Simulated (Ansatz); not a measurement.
Geometry optimisation, RKS PBE0/def2-SVP in Ansatz 0.2.0.

The input (input.yaml):

```yaml
crystal:
  periodic: [false, false, false]
  atoms:
    - { symbol: "N", position_ang: [-1.7223, 0.6269, 1.0611] }
    - { symbol: C, position_ang: [-0.7181, 0.154, 0.1869] }
    - { symbol: F, position_ang: [-0.7302, 0.8579, -1.0214] }
    - { symbol: Se, position_ang: [1.0815, 0.3571, 1.0811] }
    - { symbol: Al, position_ang: [2.1916, -0.8758, -0.6452] }
    - { symbol: H, position_ang: [-1.25869, 0.91255, 2.01647] }
    - { symbol: H, position_ang: [-2.3087, -0.20811, 1.36052] }
    - { symbol: H, position_ang: [-0.8632, -0.9016, -0.0249] }
    - { symbol: H, position_ang: [2.7917, -0.0742, -1.8455] }
    - { symbol: H, position_ang: [2.3403, -2.4537, -0.4978] }
basis:
  gaussian: { orbitals: def2-SVP }
hamiltonian:
  xc: pbe0
relax:
  f_tol: 0.015
  max_steps: 40
```

Run as:

```bash
$ ansatz run input.yaml --threads 2 --pin off --max-ram 3072MiB --backend cpu --events-out ev --progress --plain --runs-dir out
```

Where does it end, and by what steps?

It converged. After 26 steps the energy has fallen by 2.371 eV; F3 moved furthest, 2.11 Å. Parted: C2–F3 (1.40 → 2.83 Å). Joined: F3–Al5 (3.42 → 1.71 Å).

| step | energy less start (eV) | largest force component (eV/Å) | accepted |
| --- | --- | --- | --- |
| 0 | 0.0000 | 3.320 | yes |
| 1 | -0.2574 | 1.607 | yes |
| 2 | -0.3651 | 0.539 | yes |
| 3 | -0.4510 | 0.505 | yes |
| 4 | -0.5259 | 0.911 | yes |
| 5 | -0.6217 | 0.521 | yes |
| 6 | -0.7793 | 0.830 | yes |
| 7 | -0.9615 | 1.013 | yes |
| 8 | -1.0009 | 1.527 | yes |
| 9 | -1.1868 | 0.846 | yes |
| 10 | -1.2525 | 1.167 | yes |
| 11 | -1.5295 | 2.170 | yes |
| 12 | -1.7366 | 3.022 | yes |
| 13 | -1.9153 | 1.224 | yes |
| 14 | -1.9567 | 1.498 | yes |
| 15 | -2.0262 | 0.895 | yes |
| 16 | -2.0995 | 0.213 | yes |
| 17 | -2.1516 | 0.551 | yes |
| 18 | -2.1969 | 0.462 | yes |
| 19 | -2.2498 | 0.530 | yes |
| 20 | -2.3095 | 0.311 | yes |
| 21 | -2.3436 | 0.472 | yes |
| 22 | -2.3389 | 0.683 | no |
| 23 | -2.3652 | 0.133 | yes |
| 24 | -2.3705 | 0.039 | yes |
| 25 | -2.3710 | 0.054 | yes |
| 26 | -2.3712 | 0.010 | yes |

```xyz
10
Properties=species:S:1:pos:R:3
N -1.660 0.535 1.535
C -0.666 0.146 0.762
F 0.197 -0.901 -1.717
Se 1.079 0.167 1.207
Al 1.795 -0.817 -1.103
H -1.492 0.884 2.474
H -2.619 0.490 1.209
H -0.922 -0.224 -0.243
H 2.676 0.350 -1.738
H 2.416 -2.233 -0.716
```

The run took 66 s on 2 threads of Intel(R) Xeon(R) 6975P-C (Granite Rapids), on a shared host, peak memory 0.32 GiB.
